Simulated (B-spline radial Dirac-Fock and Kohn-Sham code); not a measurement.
These are calculated numbers from a B-spline atomic structure program; the model is the Dirac equation of a negative muon with reduced mass in the field of a spherical finite nucleus, with the Uehling potential to all orders; nuclear polarisation, deformation, hyperfine structure, self-energy, higher-order vacuum polarisation, relativistic recoil and electron screening are left out. The nuclear charge is a Fermi distribution (skin thickness 2.3 fm).

Question: A muonic atom of atomic mass 94.92 u emits these computed lines: 2p3/2 → 1s1/2 2320 keV, 3d5/2 → 2p3/2 568.9 keV, 4f7/2 → 3d5/2 198.7 keV, 5g9/2 → 4f7/2 91.72 keV. Which element is it, and what rms charge radius was used?

Answer: Strontium (Z = 38, nuclide ⁹⁵Sr); the high transitions hardly feel the nucleus and fix Z. The 2p → 1s line lies 799.3 keV below the value for a point nucleus without QED, which for this nuclear model gives a radius near 4.33 fm (4.3305 fm was used).
